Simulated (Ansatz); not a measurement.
Reaction (ligand exchange at the Sn–C bond): `FC[CH](F)[SnH3]` + `N[SiH](O)F` → `N[SiH](F)[O][SnH3]` + `FCCF`

Program: Ansatz. Geometries: PBE0-D4/def2-TZVP. ΔE: electronic, gas phase. CCSD(T)/CBS adds triple-zeta CCSD(T) − MP2 to the extrapolated MP2 energy (def2 sets, frozen cores). This one scheme is used for every species. DFT in def2-TZVPP. B3LYP here is the variant with VWN-RPA as its local correlation; programs differ in this. Elements past krypton have def2 core potentials. For Sn outer-core shells are correlated without core-valence functions, which leaves a few kJ/mol of doubt a bond. Each species was taken in one conformer, which may not be the lowest.

```csv
level,ΔE (kJ/mol),difference from CCSD(T)/CBS
PBE-D4,-63.6,11.5
r2SCAN-D4,-72.8,2.3
PBE0-D4,-68.4,6.7
B3LYP-D4,-75.5,-0.4
ωB97X-V,-76.4,-1.3
ωB97M-V,-72.6,2.5
B2PLYP,-76.4,-1.3
PBE,-62.6,12.5
r2SCAN,-72.5,2.6
PBE0,-67.4,7.7
B3LYP,-74.0,1.1
HF/def2-TZVPP,-95.9,-20.8
MP2/def2-TZVPP,-73.2,1.9
SCS-MP2/def2-TZVPP,-79.2,-4.1
CCSD/def2-TZVPP,-75.7,-0.6
CCSD(T)/def2-TZVPP,-73.5,1.6
HF/def2-QZVPP,-98.2,-23.1
MP2/def2-QZVPP,-74.9,0.2
SCS-MP2/def2-QZVPP,-80.7,-5.6
HF/CBS(def2),-98.5,-23.4
MP2/CBS(def2),-74.7,0.4
CCSD/CBS(def2),-77.2,-2.1
CCSD(T)/CBS,-75.1,0
```

Largest T1 diagnostic among the species: 0.013.

In def2-TZVPP, CCSD(T) changes the Hartree–Fock value by +22.3 kJ/mol (the triples alone add +2.1 kJ/mol) and MP2 by +22.7 kJ/mol. From PBE to PBE0 (25 % exact exchange), in def2-TZVPP and without D4, ΔE moves by −4.9 kJ/mol.
